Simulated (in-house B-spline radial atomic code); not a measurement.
Configurations of the palladium ion Pd⁵⁺, with energies counted from [Kr] 4d5. All numbers are computed (scalar-relativistic (X2C) LC-wPBE, spin-polarised, spherical fractional occupations, exact exchange averaged over the configuration; Fermi nucleus of rms radius 4.5318 fm) with a radial B-spline atomic code at the basis-set limit, not measured. Shells without spins written out take the highest spin.

Occupations are held fixed; configurations that lie above the ionisation limit could autoionise.

| configuration | E - E(ref) (eV) | highest orbital | its <r> (bohr) |
| --- | --- | --- | --- |
| [Kr] 4d4 5p1 | 32.678 | 5p up | 2.293 |
| [Kr] 4d4 5f1 | 60.375 | 5f up | 4.015 |
| [Ar] 3d10 4s2 4p5 4d5 4f1 | 92.966 | 4f up | 1.895 |
| [Ar] 3d9 4s2 4p6 4d5 5p1 | 372.69 | 5p up | 2.255 |
| [Ar] 3d9 4s2 4p6 4d5 5f1 | 400.81 | 5f up | 3.928 |

Question: Order these further configurations by energy, lowest first.
A. [Kr] 4d4 4f1
B. [Ar] 3d10 4s2 4p5 4d5 5f1
C. [Ar] 3d10 4s2 4p5 4d5 5d1
D. [Ar] 3d9 4s2 4p6 4d5 5d1
E. [Kr] 4d4 5s1

Answer: E (22.651 eV), A (46.046 eV), C (94.541 eV), B (107.9 eV), D (387.22 eV).
